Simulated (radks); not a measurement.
Values are calculated unless marked as measured or tabulated.
Mean orbital radii <r> (bohr) of neutral cerium, [Xe] 4f1 5d1 6s2, at several levels of relativity; Dirac values are averaged over j with weights 2j + 1. Spin-unpolarised spherical Kohn-Sham, PBEsol, point nucleus unless stated (finite: rms radius 4.8771 fm), a radial shooting solver on a logarithmic mesh with Libxc functionals. A level marked "c x" has the speed of light scaled by that factor and shares open shells by 2j + 1; other Dirac levels either fill j = l - 1/2 first or share by 2j + 1.

| shell | non-rel. | scalar-rel. | scalar-rel., finite nucleus | Dirac, c x 0.85 | change of magnitude, last against first (%) |
|---|---|---|---|---|---|
| 2p | 0.09530 | 0.09238 | 0.09238 | 0.09083 | -4.69 |
| 3s | 0.2936 | 0.2788 | 0.2788 | 0.2722 | -7.28 |
| 3p | 0.2835 | 0.2768 | 0.2768 | 0.2734 | -3.53 |
| 3d | 0.2543 | 0.2537 | 0.2537 | 0.2536 | -0.28 |
| 4s | 0.6681 | 0.6375 | 0.6375 | 0.6249 | -6.46 |
| 4p | 0.6883 | 0.6750 | 0.6750 | 0.6690 | -2.80 |
| 4d | 0.7415 | 0.7445 | 0.7445 | 0.7465 | +0.68 |
| 5s | 1.589 | 1.517 | 1.517 | 1.488 | -6.35 |
| 5p | 1.784 | 1.760 | 1.760 | 1.749 | -1.94 |
| 4f | 1.029 | 1.105 | 1.105 | 1.146 | +11.32 |
| 5d | 2.812 | 2.950 | 2.950 | 3.015 | +7.21 |
| 6s | 4.522 | 4.324 | 4.324 | 4.241 | -6.23 |
